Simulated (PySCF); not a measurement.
Isomers of C5H7FO3Si, one GFN2-xTB conformer each. Single-point energies are computed at PBE0/pcSseg-1 (PySCF, gas phase, no added dispersion term), electronic only.

```json
{"SMILES": "CO[Si@@H]1CC(C(=O)O)=C1F", "GFN2-xTB relative energy (kJ/mol)": "205.7"}
{"SMILES": "CC(=O)C1=C(O[SiH2]O)[C@H]1F", "GFN2-xTB relative energy (kJ/mol)": "100.8"}
{"SMILES": "C=C1[C@@H](OC=O)[C@@H]1O[SiH2]F", "GFN2-xTB relative energy (kJ/mol)": "49.5"}
{"SMILES": "COC1=C([SiH2]F)C(=O)OC1", "GFN2-xTB relative energy (kJ/mol)": "0.0"}
{"SMILES": "C=C1[C@@H](C(=O)O)[C@@H]1O[SiH2]F", "GFN2-xTB relative energy (kJ/mol)": "0.9"}
```

Conformers: `[CH3:1][O:2][Si@@H:3]1[CH2:4][C:5]([C:6](=[O:7])[OH:8])=[C:9]1[F:10]` with C1–O2–Si3–C4 174°, C4–C5–C6–O7 178°, C5–C6–O8–H 180°; `[CH3:1][C:2](=[O:3])[C:4]1=[C:5]([O:6][SiH2:7][OH:8])[C@H:9]1[F:10]` with C1–C2–C4–C5 -171°, C4–C5–O6–Si7 -1°, C5–O6–Si7–O8 -9°, O6–Si7–O8–H 18°; `[CH2:1]=[C:2]1[C@@H:3]([O:4][CH:5]=[O:6])[C@@H:7]1[O:8][SiH2:9][F:10]` with C2–C3–O4–C5 164°, C3–O4–C5–O6 0°, C3–C7–O8–Si9 83°, C7–O8–Si9–F10 68°; `[CH3:1][O:2][C:3]1=[C:4]([SiH2:5][F:6])[C:7](=[O:8])[O:9][CH2:10]1` with C1–O2–C3–C4 0°, C3–C4–Si5–F6 0°; `[CH2:1]=[C:2]1[C@@H:3]([C:4](=[O:5])[OH:6])[C@@H:7]1[O:8][SiH2:9][F:10]` with C2–C3–C4–O5 39°, C3–C4–O6–H 180°, C3–C7–O8–Si9 171°, C7–O8–Si9–F10 179°.

Q: What does PBE0/pcSseg-1 give for the same structures?

A: 
| SMILES | PBE0/pcSseg-1 E (Eh) | PBE0/pcSseg-1 (kJ/mol) | GFN2-xTB (kJ/mol) | point group |
| --- | --- | --- | --- | --- |
| COC1=C([SiH2]F)C(=O)OC1 | -809.05890 | 0.0 | 0.0 | Cs |
| C=C1[C@@H](C(=O)O)[C@@H]1O[SiH2]F | -809.03994 | 49.8 | 0.9 | C1 |
| C=C1[C@@H](OC=O)[C@@H]1O[SiH2]F | -809.01514 | 114.9 | 49.5 | C1 |
| CO[Si@@H]1CC(C(=O)O)=C1F | -809.01238 | 122.1 | 205.7 | C1 |
| CC(=O)C1=C(O[SiH2]O)[C@H]1F | -809.00581 | 139.4 | 100.8 | C1 |

Both levels put the same isomer lowest; measured from each level's own lowest isomer, the values differ by up to 83.6 kJ/mol (CO[Si@@H]1CC(C(=O)O)=C1F: 205.7 against 122.1). As drawn, the lowest has a C(=O)–O unit, an Si–F bond and an Si–C bond, which the highest lacks; the highest has a three-membered ring, an O–H bond and an Si–O bond, which the lowest lacks. Neighbours under 10 kJ/mol apart (C=C1[C@@H](OC=O)[C@@H]1O[SiH2]F and CO[Si@@H]1CC(C(=O)O)=C1F) can change places with a better method, another conformer or zero-point energy.

Q: Which frontier levels, dipoles and rotational constants go with these structures?

A: 
```csv
SMILES,"HOMO (eV, PBE0/pcSseg-1)",LUMO (eV),dipole (D),"A, B, C (MHz)"
COC1=C([SiH2]F)C(=O)OC1,-7.78,-1.12,4.61,"1441, 1095, 631.9"
C=C1[C@@H](C(=O)O)[C@@H]1O[SiH2]F,-7.96,-0.64,1.31,"2106, 524.6, 474.1"
C=C1[C@@H](OC=O)[C@@H]1O[SiH2]F,-8.02,-0.96,2.58,"1351, 821.0, 556.7"
CO[Si@@H]1CC(C(=O)O)=C1F,-7.61,-1.52,3.88,"2313, 632.1, 534.7"
CC(=O)C1=C(O[SiH2]O)[C@H]1F,-7.88,-2.06,1.60,"1471, 891.4, 578.1"
```
